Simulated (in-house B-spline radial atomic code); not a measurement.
Te⁶⁺. Computed with a B-spline radial atomic code. Model: all-electron spherical atom, spin shells full or empty, radial basis limit, no spin-orbit coupling: exact exchange with a local potential (Slater, KLI or optimised effective potential, whose far tail is KLI's), no correlation.

Exchange potential has not reached -1/r at the last radius.

The run also made RPA and GW results, which its time includes.

The Slater potential averages the orbital exchange potentials with the orbital densities as weights, KLI adds orbital constants, and the optimised effective potential minimises the exact-exchange energy among local potentials. So their energies lie above Hartree-Fock in the order OEP, KLI, Slater. All fall off as −1/r, unlike LDA and GGA exchange.

Command:
```bash
python run_gw.py task.json out
```
Settings (nuclear radius in fm, other lengths in bohr, energies in hartree):
```
Z                      52
electrons              46
configuration          [Kr] 4d10
hamiltonian            x2c
method                 kli
lmax                   9
rms_radius             4.7423
spin_polarised         False
box_radius             9.29
intervals              98
```

Run time, properties included: 4.5 s on 1 thread of Intel(R) Xeon(R) 6975P-C (Granite Rapids), with other jobs on the host.

Given: hamiltonian one-electron scalar X2C; mean-field start exchange-only KLI.

Computed: energy above Hartree-Fock 20.656 millihartree.

```json
{"radius (bohr)": "0.000962", "r times exchange potential (hartree bohr)": "-0.046272"}
{"radius (bohr)": "0.00119", "r times exchange potential (hartree bohr)": "-0.057095"}
{"radius (bohr)": "0.00148", "r times exchange potential (hartree bohr)": "-0.070754"}
{"radius (bohr)": "0.00183", "r times exchange potential (hartree bohr)": "-0.087054"}
{"radius (bohr)": "0.00228", "r times exchange potential (hartree bohr)": "-0.10768"}
{"radius (bohr)": "0.00282", "r times exchange potential (hartree bohr)": "-0.1319"}
{"radius (bohr)": "0.0035", "r times exchange potential (hartree bohr)": "-0.16147"}
{"radius (bohr)": "0.00434", "r times exchange potential (hartree bohr)": "-0.19647"}
{"radius (bohr)": "0.00539", "r times exchange potential (hartree bohr)": "-0.23769"}
{"radius (bohr)": "0.00668", "r times exchange potential (hartree bohr)": "-0.28431"}
{"radius (bohr)": "0.00829", "r times exchange potential (hartree bohr)": "-0.33617"}
{"radius (bohr)": "0.0103", "r times exchange potential (hartree bohr)": "-0.39123"}
{"radius (bohr)": "0.0128", "r times exchange potential (hartree bohr)": "-0.44551"}
{"radius (bohr)": "0.0158", "r times exchange potential (hartree bohr)": "-0.49199"}
{"radius (bohr)": "0.0196", "r times exchange potential (hartree bohr)": "-0.52648"}
{"radius (bohr)": "0.0243", "r times exchange potential (hartree bohr)": "-0.54153"}
{"radius (bohr)": "0.0302", "r times exchange potential (hartree bohr)": "-0.53863"}
{"radius (bohr)": "0.0374", "r times exchange potential (hartree bohr)": "-0.54162"}
{"radius (bohr)": "0.0464", "r times exchange potential (hartree bohr)": "-0.59481"}
{"radius (bohr)": "0.0576", "r times exchange potential (hartree bohr)": "?"}
{"radius (bohr)": "0.0715", "r times exchange potential (hartree bohr)": "?"}
{"radius (bohr)": "0.0886", "r times exchange potential (hartree bohr)": "-0.93726"}
{"radius (bohr)": "0.11", "r times exchange potential (hartree bohr)": "-0.96703"}
{"radius (bohr)": "0.136", "r times exchange potential (hartree bohr)": "-0.94373"}
{"radius (bohr)": "0.169", "r times exchange potential (hartree bohr)": "-0.99336"}
{"radius (bohr)": "0.21", "r times exchange potential (hartree bohr)": "-1.1939"}
{"radius (bohr)": "0.26", "r times exchange potential (hartree bohr)": "-1.3807"}
{"radius (bohr)": "0.323", "r times exchange potential (hartree bohr)": "-1.4141"}
{"radius (bohr)": "0.4", "r times exchange potential (hartree bohr)": "-1.2443"}
{"radius (bohr)": "0.497", "r times exchange potential (hartree bohr)": "-1.0705"}
{"radius (bohr)": "0.616", "r times exchange potential (hartree bohr)": "-1.3051"}
{"radius (bohr)": "0.764", "r times exchange potential (hartree bohr)": "-1.5808"}
{"radius (bohr)": "0.948", "r times exchange potential (hartree bohr)": "-1.6708"}
{"radius (bohr)": "1.18", "r times exchange potential (hartree bohr)": "-1.5799"}
{"radius (bohr)": "1.46", "r times exchange potential (hartree bohr)": "-1.4067"}
{"radius (bohr)": "1.81", "r times exchange potential (hartree bohr)": "-1.2437"}
{"radius (bohr)": "2.24", "r times exchange potential (hartree bohr)": "-1.1356"}
```

Problem. What belongs in the row 0.0576?

Solution. r times exchange potential (hartree bohr): -0.70911.

Problem. What belongs in the row 0.0715?

Solution. r times exchange potential (hartree bohr): -0.84047.

```
occupied  level (hartree)  Hartree-Fock level (hartree)
      1s            -1163                       -1177.7
      2s          -181.13                       -186.47
      2p                ?                             ?
      3s          -38.694                       -40.804
      3p          -32.798                       -34.483
      3d                ?                             ?
      4s          -9.1264                       -9.7592
      4p          -7.2947                       -7.7096
      4d           -4.592                       -4.5964
```

Problem. What belongs in the row 2p?

Solution. level (hartree): -163.05; Hartree-Fock level (hartree): -167.53.

Problem. What belongs in the row 3d?

Solution. level (hartree): -23.837; Hartree-Fock level (hartree): -24.894.

```tsv
empty	level (hartree)
5s	-3.1975
5p	?
4f	-2.006
5d	-1.9671
6s	-1.6871
```

Problem. What belongs in the row 5p?

Solution. level (hartree): -2.6902.

The highest level, 4d, differs from Hartree-Fock by +0.12 eV and the deepest, 1s, by +401 eV: a local potential can match the highest level but can't give each shell its own exchange.
